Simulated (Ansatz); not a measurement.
CrO₂F₂⁺. Total charge 1; doublet. Geometry r2SCAN-D4/def2-SVP, that of the neutral singlet; atoms count from 1.

```xyz
5

Cr   -0.0030   -0.0099    0.0240
O     1.1323   -0.3035    1.0297
O    -1.3470   -0.4031    0.6765
F     0.2337   -0.9236   -1.3803
F    -0.0160    1.6401   -0.3500
```

The charge 1 doublet is spin-contaminated (final ⟨S²⟩ up to 0.92, 0.75 for a pure state).

(1) Estimate the Mulliken populations from the PBE0/def2-TZVP orbitals of Ansatz.

(2) Where does the spin sit?

(3) And the Mayer bond orders between heavy atoms (over 0.3)?

Results:

(1) 
| atom | charge (e) | spin (α − β) | d electrons |
| --- | --- | --- | --- |
| Cr1 | 1.70 | -0.61 | 3.95 |
| O2 | -0.10 | 0.81 | – |
| O3 | -0.10 | 0.81 | – |
| F4 | -0.25 | 0.00 | – |
| F5 | -0.25 | 0.00 | – |
Mulliken values depend strongly on the basis.

(2) Summed by element: Cr -0.61, O 1.62, F 0.00, of 1 unpaired in all. Largest on single atoms: O2 0.81, O3 0.81, Cr1 -0.61.

(3) Cr1–O2 1.66 (1.54 Å); Cr1–O3 1.66 (1.54 Å); Cr1–F4 0.99 (1.69 Å); Cr1–F5 0.99 (1.69 Å).
